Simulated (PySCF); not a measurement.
Te(I)(GeH3), SMILES [GeH3][Te]I (H3GeITe), PBE0/def2-SVP optimised geometry.

```
6

Te     1.45     0.61     0.00
I      1.64    -2.10     0.03
Ge    -1.13     0.61     0.00
H     -1.52     2.10     0.00
H     -1.64    -0.09    -1.26
H     -1.64    -0.09     1.27
```

Density from PBE0/def2-TZVP, def2 effective core potentials past Kr (PySCF) at that geometry. The core electrons that the potentials of I, Te replace are not part of the density.

Minimum of the electron density along straight lines between bonded atoms, close to the bond critical point (lines longer than 1.1 times the sum of covalent radii, or with two minima, are not listed):

```json
[
 {"bond": "Te1–I2", "length / Å": "2.722", "ρ at the minimum / e bohr⁻³": "0.069", "∇²ρ there / e bohr⁻⁵": "0.01", "position (fraction from the first atom)": "0.48"},
 {"bond": "Te1–Ge3", "length / Å": "2.573", "ρ at the minimum / e bohr⁻³": "0.078", "∇²ρ there / e bohr⁻⁵": "-0.05", "position (fraction from the first atom)": "0.55"},
 {"bond": "Ge3–H4", "length / Å": "1.540", "ρ at the minimum / e bohr⁻³": "0.133", "∇²ρ there / e bohr⁻⁵": "0.05", "position (fraction from the first atom)": "0.59"},
 {"bond": "Ge3–H5", "length / Å": "1.536", "ρ at the minimum / e bohr⁻³": "0.134", "∇²ρ there / e bohr⁻⁵": "0.04", "position (fraction from the first atom)": "0.59"},
 {"bond": "Ge3–H6", "length / Å": "1.536", "ρ at the minimum / e bohr⁻³": "0.134", "∇²ρ there / e bohr⁻⁵": "0.04", "position (fraction from the first atom)": "0.59"}
]
```
